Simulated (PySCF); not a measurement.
**Basis-set dependence of population analyses: `C=C=C(C=O)B(F)F`**

C4H3BF2O.
Structure used (PBE0-D3(BJ)/def2-SVP), in Å, numbered top down from 1:
```
atom  x, y, z in Å
C1     2.1468   -0.1883    0.5082
C2     0.8891   -0.1019    0.1957
C3    -0.3964   -0.0082   -0.1140
C4    -1.1730   -1.2450   -0.4365
O5    -0.7191   -2.3579   -0.4560
B6    -1.0750    1.3862   -0.1110
F7    -0.3938    2.4917    0.1031
F8    -2.3734    1.5039   -0.3217
H9     2.4576   -0.3223    1.5495
H10    2.9224   -0.1322   -0.2625
H11   -2.2484   -1.0528   -0.6713
```

PBE0 throughout (PySCF), one geometry, spherical d and f functions. Geometry: PBE0-D3(BJ)/def2-SVP, one conformer, isolated molecule. Atoms taken as equivalent share a column and are averaged. The first 7 of 9 kinds of atom are listed.

Mulliken charges (e):

```json
{"basis": "pcSseg-0", "functions": "78", "C1": "-0.379", "C2": "+0.004", "C3": "-0.641", "C4": "+0.301", "O5": "-0.449", "B6": "+1.018", "F7/F8": "-0.313"}
{"basis": "6-31G*", "functions": "118", "C1": "-0.579", "C2": "+0.380", "C3": "-0.370", "C4": "+0.201", "O5": "-0.372", "B6": "+0.645", "F7/F8": "-0.253"}
{"basis": "cc-pVDZ", "functions": "127", "C1": "-0.092", "C2": "+0.164", "C3": "-0.364", "C4": "+0.170", "O5": "-0.190", "B6": "+0.254", "F7/F8": "-0.082"}
{"basis": "def2-SVP", "functions": "127", "C1": "-0.219", "C2": "+0.230", "C3": "-0.329", "C4": "+0.188", "O5": "-0.197", "B6": "+0.277", "F7/F8": "-0.102"}
{"basis": "aug-cc-pVDZ", "functions": "211", "C1": "+0.663", "C2": "-0.364", "C3": "+0.407", "C4": "+0.835", "O5": "-0.531", "B6": "+0.749", "F7/F8": "-0.445"}
{"basis": "6-311+G(2d,p)", "functions": "234", "C1": "-0.886", "C2": "+0.869", "C3": "-0.285", "C4": "-0.049", "O5": "-0.379", "B6": "+0.991", "F7/F8": "-0.357"}
{"basis": "def2-TZVP", "functions": "266", "C1": "-0.281", "C2": "+0.176", "C3": "-0.193", "C4": "+0.052", "O5": "-0.254", "B6": "+0.505", "F7/F8": "-0.227"}
{"basis": "cc-pVTZ", "functions": "282", "C1": "-0.309", "C2": "+0.179", "C3": "-0.099", "C4": "+0.108", "O5": "-0.235", "B6": "+0.354", "F7/F8": "-0.186"}
{"basis": "IGLO-III", "functions": "310", "C1": "-0.166", "C2": "+0.053", "C3": "-0.248", "C4": "+0.247", "O5": "-0.382", "B6": "+0.820", "F7/F8": "-0.334"}
{"basis": "pcSseg-2", "functions": "330", "C1": "-0.079", "C2": "+0.100", "C3": "-0.274", "C4": "+0.266", "O5": "-0.347", "B6": "+0.757", "F7/F8": "-0.324"}
```

IAO charges (e):

```
        basis  functions      C1      C2      C3      C4      O5      B6   F7/F8
     pcSseg-0         78  -0.338  +0.160  -0.299  +0.221  -0.344  +0.665  -0.285
       6-31G*        118  -0.345  +0.164  -0.309  +0.263  -0.376  +0.732  -0.308
      cc-pVDZ        127  -0.351  +0.166  -0.307  +0.258  -0.368  +0.716  -0.304
     def2-SVP        127  -0.340  +0.167  -0.308  +0.260  -0.369  +0.714  -0.302
  aug-cc-pVDZ        211  -0.357  +0.173  -0.310  +0.266  -0.390  +0.729  -0.312
6-311+G(2d,p)        234  -0.356  +0.173  -0.313  +0.267  -0.391  +0.735  -0.314
    def2-TZVP        266  -0.357  +0.173  -0.314  +0.269  -0.390  +0.743  -0.317
      cc-pVTZ        282  -0.359  +0.173  -0.314  +0.267  -0.387  +0.741  -0.315
     IGLO-III        310  -0.358  +0.173  -0.313  +0.267  -0.391  +0.741  -0.316
     pcSseg-2        330  -0.357  +0.173  -0.315  +0.269  -0.391  +0.742  -0.317
```

Hirshfeld charges (e):

| basis | functions | C1 | C2 | C3 | C4 | O5 | B6 | F7/F8 |
| --- | --- | --- | --- | --- | --- | --- | --- | --- |
| pcSseg-0 | 78 | -0.076 | +0.064 | -0.119 | +0.119 | -0.213 | +0.282 | -0.129 |
| 6-31G* | 118 | -0.086 | +0.065 | -0.107 | +0.123 | -0.230 | +0.282 | -0.124 |
| cc-pVDZ | 127 | -0.086 | +0.068 | -0.119 | +0.117 | -0.211 | +0.272 | -0.119 |
| def2-SVP | 127 | -0.087 | +0.071 | -0.121 | +0.122 | -0.219 | +0.285 | -0.125 |
| aug-cc-pVDZ | 211 | -0.091 | +0.066 | -0.122 | +0.118 | -0.228 | +0.306 | -0.133 |
| 6-311+G(2d,p) | 234 | -0.085 | +0.064 | -0.124 | +0.119 | -0.229 | +0.316 | -0.139 |
| def2-TZVP | 266 | -0.089 | +0.067 | -0.120 | +0.118 | -0.228 | +0.309 | -0.136 |
| cc-pVTZ | 282 | -0.090 | +0.068 | -0.119 | +0.118 | -0.225 | +0.304 | -0.133 |
| IGLO-III | 310 | -0.090 | +0.066 | -0.121 | +0.116 | -0.228 | +0.313 | -0.136 |
| pcSseg-2 | 330 | -0.091 | +0.068 | -0.120 | +0.117 | -0.230 | +0.314 | -0.137 |

ESP-fitted charges (e):

```tsv
basis	functions	C1	C2	C3	C4	O5	B6	F7/F8
pcSseg-0	78	-0.700	+0.440	-0.649	+0.627	-0.489	+0.883	-0.340
6-31G*	118	-0.629	+0.286	-0.306	+0.407	-0.403	+0.555	-0.230
cc-pVDZ	127	-0.590	+0.268	-0.312	+0.407	-0.389	+0.555	-0.232
def2-SVP	127	-0.594	+0.286	-0.362	+0.455	-0.415	+0.615	-0.253
aug-cc-pVDZ	211	-0.645	+0.303	-0.357	+0.481	-0.446	+0.602	-0.251
6-311+G(2d,p)	234	-0.661	+0.312	-0.366	+0.460	-0.439	+0.645	-0.268
def2-TZVP	266	-0.658	+0.312	-0.370	+0.460	-0.432	+0.642	-0.265
cc-pVTZ	282	-0.629	+0.283	-0.340	+0.437	-0.417	+0.620	-0.257
IGLO-III	310	-0.641	+0.296	-0.353	+0.459	-0.437	+0.630	-0.261
pcSseg-2	330	-0.651	+0.325	-0.406	+0.494	-0.450	+0.674	-0.275
```

Question: Which scheme is steadiest as the basis changes?

Answer: Largest range over the bases for any column: Hirshfeld 0.04 e, IAO 0.08 e, ESP-fitted 0.34 e, Mulliken 1.55 e. Hirshfeld charges move least and Mulliken charges most, counted in e.

Question: How much do the charges still move between the two largest bases, IGLO-III and pcSseg-2?

Answer: At most, over all atoms: Mulliken 0.087 e, IAO 0.002 e, Hirshfeld 0.002 e, ESP-fitted 0.053 e.

Question: What do the same runs give for the total energy, the frontier levels and the dipole moment?

Answer: 
```
        basis  energy (Eh)  HOMO (eV)  LUMO (eV)  μ (D)
     pcSseg-0    -452.5368      -7.67      -2.41   2.12
       6-31G*    -453.5511      -7.34      -2.01   2.05
      cc-pVDZ    -453.5865      -7.41      -2.16   1.97
     def2-SVP    -453.2232      -7.53      -2.25   2.01
  aug-cc-pVDZ    -453.6140      -7.68      -2.44   2.08
6-311+G(2d,p)    -453.7036      -7.72      -2.46   2.10
    def2-TZVP    -453.7471      -7.67      -2.40   2.06
      cc-pVTZ    -453.7273      -7.62      -2.34   2.04
     IGLO-III    -453.7542      -7.70      -2.44   2.10
     pcSseg-2    -453.7446      -7.71      -2.44   2.11
```

The dipole is fixed by the density alone, so its range of 0.15 D shows that the density itself changes with the basis, not only its division among atoms.
